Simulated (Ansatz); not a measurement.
Molecule (SMILES): F[SiH] (F-SiH) (closed-shell singlet).
Atoms: Si1, H2, F3. Bonds: Si1-H2, Si1-F3.

Basis-set convergence of the harmonic zero-point energy at HF with Ansatz (a quantum-chemistry and plane-wave program). Each level at its own minimum, finite differences of forces, unscaled; the reference is a large set that could be run, not a limit. Cartesian d functions, on some or all atoms, in 6-31G*, 6-31+G*, 6-311G**, 6-311+G**; all else is spherical. The program fits the integrals of some runs and decomposes those of others, by size. A restricted Hartree-Fock determinant is unstable towards unrestricted orbitals. No added dispersion term, no relativity. Reference: the value in pcseg-3, 5.64 kcal/mol. Deviations are taken from unrounded values.

```json
[
 {"basis": "6-31G*", "functions": "36", "harmonic zero-point energy (kcal/mol)": "5.80"},
 {"basis": "6-31+G*", "functions": "44", "harmonic zero-point energy (kcal/mol)": "5.73"},
 {"basis": "def2-SVP", "functions": "37", "harmonic zero-point energy (kcal/mol)": "5.70"},
 {"basis": "def2-SVPD", "functions": "55", "harmonic zero-point energy (kcal/mol)": "5.61"},
 {"basis": "pcseg-1", "functions": "37", "harmonic zero-point energy (kcal/mol)": "5.71"},
 {"basis": "aug-pcseg-1", "functions": "59", "harmonic zero-point energy (kcal/mol)": "5.61"},
 {"basis": "cc-pV(D+d)Z", "functions": "42", "harmonic zero-point energy (kcal/mol)": "5.60"},
 {"basis": "aug-cc-pV(D+d)Z", "functions": "64", "harmonic zero-point energy (kcal/mol)": "5.53"},
 {"basis": "6-311G**", "functions": "51", "harmonic zero-point energy (kcal/mol)": "5.68"},
 {"basis": "6-311+G**", "functions": "59", "harmonic zero-point energy (kcal/mol)": "5.65"},
 {"basis": "def2-TZVP", "functions": "74", "harmonic zero-point energy (kcal/mol)": "5.65"},
 {"basis": "def2-TZVPD", "functions": "92", "harmonic zero-point energy (kcal/mol)": "5.64"},
 {"basis": "pcseg-2", "functions": "78", "harmonic zero-point energy (kcal/mol)": "5.67"},
 {"basis": "aug-pcseg-2", "functions": "119", "harmonic zero-point energy (kcal/mol)": "5.64"},
 {"basis": "cc-pV(T+d)Z", "functions": "83", "harmonic zero-point energy (kcal/mol)": "5.62"},
 {"basis": "aug-cc-pV(T+d)Z", "functions": "124", "harmonic zero-point energy (kcal/mol)": "5.61"},
 {"basis": "def2-TZVPP", "functions": "87", "harmonic zero-point energy (kcal/mol)": "5.64"},
 {"basis": "def2-TZVPPD", "functions": "105", "harmonic zero-point energy (kcal/mol)": "5.64"}
]
```

What the diffuse functions change, pair by pair:
- 6-31G* to 6-31+G*: 8 more functions, deviation 0.16 to 0.09 kcal/mol
- def2-SVP to def2-SVPD: 18 more functions, deviation 0.06 to -0.02 kcal/mol
- pcseg-1 to aug-pcseg-1: 22 more functions, deviation 0.08 to -0.03 kcal/mol
- cc-pV(D+d)Z to aug-cc-pV(D+d)Z: 22 more functions, deviation -0.04 to -0.10 kcal/mol
- 6-311G** to 6-311+G**: 8 more functions, deviation 0.04 to 0.02 kcal/mol
- def2-TZVP to def2-TZVPD: 18 more functions, deviation 0.01 to 0.01 kcal/mol
- pcseg-2 to aug-pcseg-2: 41 more functions, deviation 0.04 to 0.01 kcal/mol
- cc-pV(T+d)Z to aug-cc-pV(T+d)Z: 41 more functions, deviation -0.01 to -0.03 kcal/mol
- def2-TZVPP to def2-TZVPPD: 18 more functions, deviation 0.01 to 0.00 kcal/mol

They bring the value nearer the reference by more than 0.01 kcal/mol in 5 of 9 pairs.
